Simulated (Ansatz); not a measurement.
C3H5FGe (`FC1=[CH][GeH2][CH2]1`), relaxed with RKS PBE-D4/def2-SVP in the Gaussian-basis code of Ansatz from a rough embedded geometry. The force threshold is 0.03 eV/Å; the program also tests the step.

Total charge 0; spin multiplicity 1.

Start:

```xyz
10

F    -0.820   -2.463    0.019
C    -0.320   -1.188   -0.068
C     0.894   -0.663   -0.569
Ge    0.514    1.158   -0.002
C    -0.852    0.146    0.417
H     1.720   -1.151   -1.025
H     0.277    2.049   -1.284
H     1.392    1.638    1.156
H    -1.795    0.371   -0.151
H    -1.011    0.104    1.508
```

```
step  energy (eV)  largest force (eV/Å)  largest move (Å)
   1  -62397.8833                 5.862             0.000
   2  -62399.2805                 1.692             0.185
   3  -62399.4636                 0.616             0.084
   4  -62399.4768                 0.419             0.064
   5  -62399.4866                 0.100             0.040
   6  -62399.4869                 0.046             0.004
   7  -62399.4870                 0.028             0.006
```

End:

```xyz
10

F    -0.745   -2.324   -0.047
C    -0.232   -1.082   -0.076
C     0.974   -0.712   -0.577
Ge    0.605    1.141   -0.088
C    -1.009    0.083    0.486
H     1.739   -1.347   -1.043
H     0.381    2.157   -1.238
H     1.452    1.765    1.052
H    -1.960    0.298   -0.043
H    -1.204    0.021    1.576
```

It took 10 s on 4 threads of an Arm Neoverse V1 on a shared host, with 0.16 GiB of host memory at the peak.
